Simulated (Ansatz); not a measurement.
CH7BSi2 can be A, `[SiH3]B1C[SiH2]1`, or B, `B1C[SiH2][SiH2]1`.

Gas-phase electronic energies from Ansatz, PBE0-D4/def2-TZVP geometries. CCSD(T)/CBS is the MP2 limit (def2-TZVPP, def2-QZVPP) plus CCSD(T) − MP2 in def2-TZVPP, frozen cores. Functionals use def2-TZVPP. B3LYP here is the variant with VWN-RPA as its local correlation; programs differ in this.

A:

```xyz
11

Si   -0.225    1.835    0.793
B    -0.120   -0.111    0.407
C    -0.877   -1.053   -0.457
Si    1.141   -1.288   -0.401
H     0.867    2.565    0.089
H    -1.524    2.455    0.406
H    -0.033    2.048    2.256
H    -0.922   -2.137   -0.310
H    -1.654   -0.729   -1.148
H     1.266   -2.745   -0.171
H     2.080   -0.839   -1.462
```

B:

Z-matrix (Å, degrees):
```
Si
C 1 1.942
B 1 2.220 2 42.7
Si 1 2.406 2 85.1 3 29.9
H 1 1.482 2 108.1 3 136.7
H 1 1.480 2 116.6 3 -95.8
H 2 1.091 1 103.1 3 -118.6
H 2 1.087 1 118.1 3 117.2
H 3 1.203 1 107.8 2 -112.6
H 4 1.486 1 103.9 2 95.9
H 4 1.481 1 122.4 2 -135.9
```

(1) Which is lower in electronic energy at CCSD(T)/CBS, and by how much? (Estimate.)

(2) Give E(B) − E(A) in kJ/mol with PBE-D4, MP2/def2-TZVPP, ωB97M-V, LDA (SPW92), r2SCAN-D4, B3LYP, HF/def2-TZVPP. (Best estimate.)

(3) Does the order hold for the free energy at 298.15 K (harmonic terms from PBE0-D4)? (An estimate is asked.)

Largest T1 diagnostic: 0.015.

## Answers

(1) The calculation gave: B, by 100.8 kJ/mol.

(2) Computed: PBE-D4 -106.5, MP2/def2-TZVPP -102.9, ωB97M-V -101.4, LDA (SPW92) -115.0, r2SCAN-D4 -107.4, B3LYP -90.4, HF/def2-TZVPP -87.8. None reverses the order clearly.

(3) The calculation gave: Yes: G(B) − G(A) = -90.0 kJ/mol.

Leaving LDA and LC-ωPBE aside and taking each functional with its dispersion term where it has one, the values, not all of them listed here, spread over 21.0 kJ/mol, from PBE-QIDH to BLYP-D4. LDA lies −11.2 kJ/mol from PBE without D4. The D4 term adds −4.5 kJ/mol with B3LYP and −2.1 kJ/mol with PBE0; it sums over pairs of atoms, weighted by their polarisabilities, and B3LYP, whose exchange is more repulsive, gets the larger term.
